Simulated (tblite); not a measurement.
Compound: C2H10OSi4.
SMILES with atom numbers: `[O:1]=[CH:2][Si@@H:3]1[CH2:4][SiH2:5][SiH2:6][SiH2:7]1` (hydrogens: H8 on C2; H9 on Si3; H10, H11 on C4; H12, H13 on Si5; H14, H15 on Si6; H16, H17 on Si7)

Computed with GFN2-xTB (tblite), gas phase: L-BFGS steps from a force-field or distance-geometry start until the largest atomic force falls under 0.01 eV/Å.

Step 97: E = -551.5728 eV
```
atom  x, y, z in Å  |  force x, y, z in eV/Å
O1      2.0106    0.1564   -1.7990    0.012   0.020   0.154
C2      2.3642    0.4400   -0.6748   -0.047  -0.049  -0.142
Si3     1.2495    0.2045    0.8515    0.005   0.010   0.021
C4      0.3452   -1.4755    0.6665    0.042  -0.026   0.057
Si5    -1.1369   -1.5431   -0.5588    0.019   0.051  -0.025
Si6    -1.9820    0.6282   -0.6169   -0.031   0.016  -0.062
Si7    -0.3849    1.8536    0.5763   -0.016   0.005   0.055
H8      3.3457    0.9423   -0.5324    0.024  -0.016  -0.028
H9      2.1814    0.1592    1.9965   -0.049  -0.013  -0.043
H10    -0.0332   -1.7558    1.6523    0.020   0.034  -0.006
H11     1.0632   -2.2527    0.4025   -0.018   0.029  -0.021
H12    -2.0900   -2.5094    0.0138    0.005  -0.031  -0.027
H13    -0.7064   -2.1098   -1.8398    0.023   0.031   0.036
H14    -2.2162    1.1736   -1.9618    0.027  -0.038   0.018
H15    -3.3176    0.6993   -0.0034   -0.015   0.026   0.020
H16    -0.8465    2.3374    1.8886    0.016   0.007  -0.025
H17     0.1468    3.0639   -0.0709   -0.016  -0.056   0.018
```

Step 98: E = -551.5741 eV
```
atom  x, y, z in Å  |  force x, y, z in eV/Å
O1      1.9929    0.1617   -1.7973    0.001  -0.011   0.060
C2      2.3592    0.4367   -0.6763   -0.051  -0.001  -0.071
Si3     1.2505    0.2035    0.8532   -0.001   0.008   0.041
C4      0.3455   -1.4754    0.6694    0.017  -0.018   0.035
Si5    -1.1329   -1.5429   -0.5628    0.036   0.046   0.015
Si6    -1.9785    0.6272   -0.6206   -0.057   0.020  -0.023
Si7    -0.3834    1.8513    0.5768   -0.027   0.018   0.065
H8      3.3411    0.9389   -0.5401    0.046  -0.022  -0.029
H9      2.1819    0.1573    1.9974   -0.038  -0.012  -0.033
H10    -0.0387   -1.7503    1.6539    0.018   0.023   0.005
H11     1.0656   -2.2527    0.4125   -0.026   0.015  -0.026
H12    -2.0905   -2.5079    0.0062    0.016  -0.027  -0.032
H13    -0.6952   -2.1083   -1.8402    0.027   0.019   0.012
H14    -2.2159    1.1755   -1.9628    0.022  -0.032   0.005
H15    -3.3126    0.6964    0.0014    0.011   0.026  -0.002
H16    -0.8470    2.3401    1.8873    0.019  -0.005  -0.032
H17     0.1508    3.0611   -0.0678   -0.011  -0.047   0.008
```

Task: Estimate the geometry and energy of step 99. (The exact step hangs on the optimiser's Hessian estimate; all steps are aligned on step 98, rigid shifts and turns removed.)

Result: E = -551.5757 eV, largest force 0.101 eV/Å
```
atom  x, y, z in Å  |  force x, y, z in eV/Å
O1      1.9485    0.1809   -1.8037    0.009  -0.025   0.027
C2      2.3405    0.4371   -0.6872   -0.054   0.037  -0.023
Si3     1.2522    0.2013    0.8564    0.025   0.004   0.050
C4      0.3438   -1.4753    0.6815   -0.007  -0.015   0.007
Si5    -1.1236   -1.5427   -0.5664    0.047   0.022   0.050
Si6    -1.9666    0.6270   -0.6338   -0.086   0.025   0.046
Si7    -0.3824    1.8468    0.5849   -0.032   0.030   0.050
H8      3.3277    0.9335   -0.5622    0.033  -0.042  -0.046
H9      2.1967    0.1501    1.9892   -0.036  -0.008  -0.029
H10    -0.0531   -1.7359    1.6646    0.021   0.010   0.007
H11     1.0633   -2.2580    0.4398   -0.039   0.012  -0.021
H12    -2.0895   -2.5035   -0.0012    0.029  -0.016  -0.042
H13    -0.6727   -2.1145   -1.8353    0.028   0.013  -0.002
H14    -2.1959    1.1795   -1.9735    0.014  -0.022  -0.018
H15    -3.3040    0.6954   -0.0111    0.049   0.025  -0.032
H16    -0.8494    2.3300    1.8958    0.011  -0.008  -0.026
H17     0.1572    3.0604   -0.0478   -0.011  -0.043   0.002
```

The energy changes by -0.0016 eV. The first-order estimate −F·Δx gives -0.0021 eV and the mean of the old and new forces, exact on a quadratic surface, -0.0016 eV. The step makes an angle of 84° with the force vector and moves no atom by more than 0.049 Å.

The cost below is that of the whole relaxation. Time: 1.7 s wall. Hardware: an Arm Neoverse V1 with one thread, shared host with 32 logical CPUs at a one-minute load of 14.
